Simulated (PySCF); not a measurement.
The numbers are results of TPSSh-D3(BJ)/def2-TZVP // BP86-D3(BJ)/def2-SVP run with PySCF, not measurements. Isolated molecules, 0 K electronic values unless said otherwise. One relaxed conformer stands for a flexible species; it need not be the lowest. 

Reference species: [Sc(F)(NH2)2] (neutral, multiplicity 1).

```yaml
LUMO: -1.70 eV
HOMO–LUMO gap: 4.51 eV
```

Changed species: [Sc(F)3] (0 of 3 F replaced by NH2; the reference has 2 of 3 F replaced by NH2).

### Question
What does the change do to the LUMO and HOMO–LUMO gap?

### Answer
the LUMO falls by 1.23 eV, to -2.93 eV; the HOMO–LUMO gap rises by 2.64 eV, to 7.15 eV.
